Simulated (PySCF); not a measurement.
Ionisation energy of Ce²⁺ by level of theory

Ce²⁺ [Xe] 4f2 (high-spin determinant) → Ce³⁺ [Xe] 4f1 (2F), as a difference of total energies. Computed with PySCF 2.14 in cc-pVDZ-X2C (8s7p5d3f1g, 84 functions), with the spin-free X2C one-electron Hamiltonian (Gaussian nucleus). Correlated levels: valence: [Kr] 4d10 frozen; valence and next inner shell: [Ar] 3d10 frozen. The calculations carry no spin-orbit coupling.

```csv
method,ionisation energy (eV)
UHF,18.030
PBE,21.328
PBE0,20.795
r2SCAN,21.220
MP2 (valence),19.000
SCS-MP2 (valence),18.811
SCS-MP2 (valence and next inner shell),18.611
```

Problem. Estimate what MP2 (valence and next inner shell) gives.

Solution. 18.767 eV, closest to SCS-MP2 (valence) among the rows shown.

Problem. Estimate what LDA gives.

Solution. 21.488 eV, closest to PBE among the rows shown.

A first-order spin-orbit estimate (lowest level to lowest level, LS coupling) adds 0.059 eV.

Errors of the correlated levels include the incompleteness of this basis and the frozen core.

The determinant of Ce²⁺ mixes LS terms, which raises its energy above the lowest term, most at the Hartree-Fock and MP2 levels.

For comparison: 20.197 eV (semi-empirical (NIST evaluation); NIST Atomic Spectra Database, ionization energies).
